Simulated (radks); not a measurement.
Values are calculated unless marked as measured or tabulated.
Task: Excited configurations of neutral sulfur: one electron is placed in a higher orbital outside [Ne] 3s2 3p3. The ground configuration is [Ne] 3s2 3p4. Code: a radial shooting solver on a logarithmic mesh with Libxc functionals. Model: non-relativistic Kohn-Sham, LDA (Slater exchange, Perdew-Wang correlation), spin-unpolarised, spherical densities, point nucleus. Excitation = E - E(ground); binding = E(ion) - E, where the ion is the core of charge +1; n* = 1/sqrt(2 binding) in atomic units, and the quantum defect is n - n*.

| outer orbital | excitation (eV) | binding (eV) | n* | quantum defect | eigenvalue (eV) | <r> (bohr) |
|---|---|---|---|---|---|---|
| 3d | 9.838 | 2.034 | 2.587 | 0.413 | -0.621 | 7.266 |
| 4s | 8.072 | 3.800 | 1.892 | 2.108 | -2.122 | 5.700 |
| 4p | 9.347 | 2.524 | 2.322 | 1.678 | -1.321 | 7.549 |
| 5s | 10.126 | 1.746 | 2.792 | 2.208 | -1.056 | 12.46 |
| 5p | 10.536 | 1.335 | 3.192 | 1.808 | -0.792 | 15.48 |
| 6s | 10.860 | 1.011 | 3.668 | 2.332 | -0.645 | 21.89 |
| 6d | 11.305 | 0.566 | 4.901 | 1.099 | -0.363 | 37.31 |
| 7s | 11.209 | 0.663 | 4.530 | 2.470 | -0.439 | 34.03 |
| 7p | 11.305 | 0.567 | 4.900 | 2.100 | -0.374 | 39.31 |
| 7f | 11.530 | 0.341 | 6.315 | 0.685 | -0.227 | 62.28 |

Estimate the row for 7d.

Result: excitation (eV) 11.459; binding (eV) 0.413; n* 5.741; quantum defect 1.259; eigenvalue (eV) -0.275; <r> (bohr) 53.13. The Delta-SCF ionisation energy is 11.872 eV (NIST Atomic Spectra Database: 10.360 eV, measured). Self-interaction in the functional shifts the binding energies and quantum defects, so they are the method's values and not measured ones. Spin polarisation and multiplet splitting are left out, so open shells lie too high by an amount that depends on their filling.

Beside tabulated values, note that spin-unpolarised runs miss the spin-polarisation part of the exchange energy of open shells.
